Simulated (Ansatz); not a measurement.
Spectroscopic constants of Rb₂, closed-shell singlet (the spin of the measured ground state). No spin–orbit coupling.

D_e counts from the fitted minimum to each atom's lowest state at the same level, without counterpoise. The singlet is restricted.

Correlated levels freeze the inner cores; with def2 sets outer-core shells near the valence are correlated too.

Codes used: Ansatz (Gaussian basis) for Hartree–Fock, density functionals and correlated methods.  In def2 rows elements past Kr take small-core potentials, without spin–orbit coupling.

Problem. Estimate the bond energy D_e that B97M-V/def2-TZVPP returns for this input.

Solution. 13.1 kcal/mol

Problem. Give the bond energy D_e at the level PBE0/def2-TZVPP.

Solution. 10.5 kcal/mol

Problem. What is the computed bond energy D_e (CCSD(T)/def2-QZVPP)?

Solution. 11.0 kcal/mol

Doubts at one or more of the structures used: a restricted determinant that unrestricted orbitals would lower (CCSD(T)/def2-QZVPP).

Ansatz is a program for electronic structure.
